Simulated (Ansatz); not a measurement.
The same hydrogenolysis along the group C, Si, Ge, Sn.

Gas-phase electronic energies from Ansatz, PBE0-D4/def2-TZVP geometries. CCSD(T)/CBS adds triple-zeta CCSD(T) − MP2 to the extrapolated MP2 energy (def2 sets, frozen cores). This one scheme is used for every species. def2 core potentials past Kr. For Ge, Sn outer-core shells are correlated without core-valence functions, which leaves a few kJ/mol of doubt a bond. Scalar relativity is left out up to krypton. One conformer a species, not always the lowest.

```csv
reaction,CCSD/CBS(def2) (eV),CCSD(T)/def2-SVP (eV)
`OC(O)(O)O` + H₂ → `OC(O)O` + H₂O,-0.43,-0.06
orthosilicic acid + H₂ → `O[SiH](O)O` + H₂O,1.01,0.94
`[OH][Ge]([OH])([OH])[OH]` + H₂ → `[OH][GeH]([OH])[OH]` + H₂O,0.26,0.34
`[OH][Sn]([OH])([OH])[OH]` + H₂ → `[OH][SnH]([OH])[OH]` + H₂O,0.01,0.00
```

Question: Give the CCSD(T)/CBS values in the same order. (Estimate.)

Answer: Ansatz gave: -0.40, 1.02, 0.29, 0.07 eV.

Largest T1 diagnostic: 0.015, for `[OH][Sn]([OH])([OH])[OH]`.
